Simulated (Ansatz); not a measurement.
Ansatz (a first-principles code) input:

Ansatz 0.2 input:
```yaml
crystal:
  periodic: [false, false, false]
  atoms:
    - {symbol: Ge, position_ang: [-0.20797344, -0.32913602, -0.25492310]}
    - {symbol: Cl, position_ang: [1.91942568, -0.74187598, -0.07502206]}
    - {symbol: Cl, position_ang: [-0.45798099, 1.62031725, -1.18533905]}
    - {symbol: Cl, position_ang: [-1.06996528, -0.25889111, 1.74021634]}
basis:
  gaussian:
    orbitals: def2-TZVPD
hamiltonian:
  xc: {name: r2SCAN}
total_charge: -1
```

### Question
Predict the final energy.

### Answer
-3457.75940 Eh (r2SCAN/def2-TZVPD). The basis has 192 functions.

This state (charge -1, singlet) is run at the relaxed geometry of the species with charge 0 and multiplicity 2.
